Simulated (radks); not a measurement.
Task: Spherical quantum dot in the effective-mass picture: electrons in a parabolic well V = omega^2 r^2 / 2 with omega = 0.32, all in effective atomic units (hartree* = m*/eps^2 hartree, bohr* = eps/m* bohr), one dielectric constant everywhere. Calculated with a radial shooting solver with Libxc functionals: non-relativistic Kohn-Sham, LDA (Slater exchange, Perdew-Wang correlation), spin-polarised, spherical densities. Levels are named by radial order and angular momentum (1s, 1p, 1d, 2s, ...), and open shells are averaged over m. Each electron was tried in the lowest free levels, single moves between levels near the top were tried too, and the lowest total energy was kept; such a search can miss a lower state. Give the order in which the levels fill up to N = 29, the shell closures and the spin along the way.

Result: Shells are first occupied in the order 1s, 1p, 1d, 2s, 1f. Open shells at each N (closed shells left out): 1: 1s(up 1, down 0); 2: none; 3: 1p(up 1, down 0); 4: 1p(up 2, down 0); 5: 1p(up 3, down 0); 6: 1p(up 3, down 1); 7: 1p(up 3, down 2); 8: none; 9: 1d(up 1, down 0); 10: 1d(up 2, down 0); 11: 1d(up 3, down 0); 12: 1d(up 4, down 0); 13: 1d(up 5, down 0); 14: 1d(up 5, down 1); 15: 1d(up 5, down 2); 16: 1d(up 5, down 3); 17: 1d(up 5, down 4); 18: none; 19: 2s(up 1, down 0); 20: none; 21: 1f(up 1, down 0); 22: 1f(up 2, down 0); 23: 1f(up 3, down 0); 24: 1f(up 4, down 0); 25: 1f(up 5, down 0); 26: 1f(up 6, down 0); 27: 1f(up 7, down 0); 28: 1f(up 7, down 1); 29: 1f(up 7, down 2). All shells are closed at N = 2, 8, 18, 20 (there: 1s2 1p6 1d10 2s2). Largest 2S: 7, at N = 27.
